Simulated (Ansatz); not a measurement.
Calculated with Ansatz (gas phase, PBE0-D4/def2-TZVP geometries, no zero-point term in ΔE). CCSD(T)/CBS adds triple-zeta CCSD(T) − MP2 to the extrapolated MP2 energy (def2 sets, frozen cores). This one scheme is used for every species. DFT in def2-TZVPP. One conformer a species, not always the lowest.

`C[Si@H](F)[C@@H](F)Cl` → `C[SiH](F)Cl` + `[CH]F`  (formal loss of a carbene)

`C[Si@H](F)[C@@H](F)Cl`:

```xyz
11

C     0.912   -1.260    0.239
Si    0.578    0.536   -0.010
F     0.956    1.381    1.293
C    -1.275    0.840   -0.327
F    -1.634    0.216   -1.498
Cl   -2.242    0.179    1.011
H     0.355   -1.643    1.097
H     1.977   -1.437    0.404
H     0.605   -1.821   -0.648
H     1.325    1.116   -1.153
H    -1.557    1.892   -0.408
```

`C[SiH](F)Cl`:

Cartesian coordinates in Å:
```
C 0.532 0.639 0.576
Si -0.537 -0.459 -0.448
F -0.777 0.212 -1.873
Cl 0.387 -2.257 -0.760
H 0.049 1.608 0.724
H 0.715 0.189 1.554
H 1.495 0.801 0.086
H -1.865 -0.732 0.140
```

`[CH]F`:

Z-matrix (Å, degrees):
```
C
F 1 1.301
H 1 1.126 2 102.3
```

```csv
level,ΔE (eV)
ωB97M-V,2.27
B2PLYP,2.25
PBE0,2.47
HF/def2-TZVPP,1.65
SCS-MP2/def2-TZVPP,2.27
MP2/def2-QZVPP,2.46
SCS-MP2/def2-QZVPP,2.29
HF/CBS(def2),1.64
```

What does CCSD(T)/CBS give? (Best estimate.)

Ansatz gave: +2.26 eV. The listed levels differ from it by 0.01, -0.01, 0.21, -0.61, 0.01, 0.20, 0.03, -0.62 eV.

Largest T1 diagnostic among the species: 0.018.

The D4 term adds +0.14 eV with B3LYP and +0.07 eV with PBE0; it sums over pairs of atoms, weighted by their polarisabilities, and B3LYP, whose exchange is more repulsive, gets the larger term. In def2-TZVPP, CCSD(T) changes the Hartree–Fock value by +0.56 eV (the triples alone add +0.06 eV) and MP2 by +0.79 eV.

B3LYP here is the variant with VWN-RPA as its local correlation; programs differ in this.
